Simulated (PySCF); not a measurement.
Input for PySCF: R-B3LYP/6-31G* on C7H6 (SMILES [CH]c1ccccc1), 2S+1 = 1, a spin state set in the input, which need not be the lowest.

```python
from pyscf import gto, scf, dft, mp
from pyscf.data.elements import chemcore

mol = gto.M(
    atom='''
    C     2.45108144   -0.30335933   -0.17034797
    C     1.03653439   -0.09983224   -0.07102059
    C     0.20399316   -1.24327361   -0.05773717
    C    -1.17094693   -1.12662569    0.03590584
    C    -1.74681166    0.13957058    0.11866156
    C    -0.95772559    1.29036946    0.10846902
    C     0.41574678    1.17092275    0.01482142
    H     2.92378449    0.69795518   -0.16529850
    H     0.68796267   -2.20855365   -0.12375144
    H    -1.79920936   -2.00749063    0.04528667
    H    -2.82340036    0.23304557    0.19206125
    H    -1.42375419    2.26494901    0.17364839
    H     1.04338718    2.05346298    0.00554098
    ''',
    basis='6-31g*',
    cart=True,
    charge=0, spin=0, verbose=3, max_memory=1800)
mf = dft.RKS(mol, xc='b3lyp')
mf.conv_tol = 1e-8
mf.max_cycle = 100
mf.kernel()
if not mf.converged:
    mf = mf.newton().run(mf.mo_coeff, mf.mo_occ)
```

The log:

```
converged SCF energy = -270.21751271298
```

Self-consistency was reached.

Cost: about 10 core-seconds (a rough figure).
